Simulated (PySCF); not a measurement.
Species: C4H6O5Si.
Atom-mapped SMILES: `[O:1]=[CH:2][O:3][CH2:4][Si@@H:5]1[O:6][CH2:7][C:8](=[O:9])[O:10]1`

Definitions: NICS(0) = −σiso at the ring centroid; NICS(1) = −σiso and NICS(1)zz = −σzz at ±1 Å along the ring normal z. Level: GIAO PBE0/pcSseg-1 (PySCF, non-relativistic, gas phase) on the GFN2-xTB geometry, one conformer.

Ring bond lengths (Å), with Mayer bond orders in brackets: Si5–O6 1.630 (1.02), O6–C7 1.395 (0.90), C7–C8 1.530 (1.01), C8–O10 1.311 (1.09), O10–Si5 1.705 (0.78).

**Question.** Give the NICS values of each ring in ppm.

**Answer.** 
```tsv
ring	type	NICS(0)	NICS(1), two faces	NICS(1)zz, two faces	rms pucker (Å)	centre to ring atoms, mean (Å)
Si5–O6–C7–C8–O10	5-membered ring with 2 O and Si; formal bonds all single	-4.2	-2.4 / -2.0	-3.3 / -4.0	0.05	1.28
```

**Question.** What can be read from them?

**Answer.** 
- Si5–O6–C7–C8–O10: mean NICS(1)zz -3.6 ppm, shielded. Si5, C7 have four or more neighbours; no verdict on aromaticity is drawn.

**Question.** What field does 9.4 T along the ring normal induce along that normal at the second NICS(1) probe listed for ring Si5–O6–C7–C8–O10, 1 Å off the ring?

**Answer.** NICSzz × B0 = -4.0 ppm × 9.4 T = -38 μT, against the applied field.

**Question.** How shielded are the nuclei of the rings and their hydrogens (means over atoms taken as equivalent)?

**Answer.** 
| atoms | environment | σ isotropic (ppm) | principal values of the symmetric part, first atom (ppm) |
| --- | --- | --- | --- |
| Si5 | oxygen-bound silicon | 398.6 | 322.2, 415.3, 458.2 |
| O6 | silyl ether oxygen | 296.9 | 260.2, 284.1, 346.5 |
| C7 | sp3 carbon bound to oxygen | 119.7 | 96.9, 102.8, 159.2 |
| C8 | carbonyl carbon | 12.1 | -81.7, 55.9, 62.0 |
| O10 | oxygen singly bound to a carbonyl carbon | 91.8 | -90.6, 135.3, 230.7 |
| H on Si5 | Si–H hydrogen | 26.33 | 22.0, 25.2, 31.7 |
| H on C7 | methylene hydrogen | 27.38 | 22.9, 26.2, 33.1 |
| H on C7 | methylene hydrogen | 27.39 | 23.2, 26.1, 32.9 |

The values belong to the conformer `[O:1]=[CH:2][O:3][CH2:4][Si@@H:5]1[O:6][CH2:7][C:8](=[O:9])[O:10]1`: O1–C2–O3–C4 -1°, C2–O3–C4–Si5 1°, O3–C4–Si5–O6 -80°.
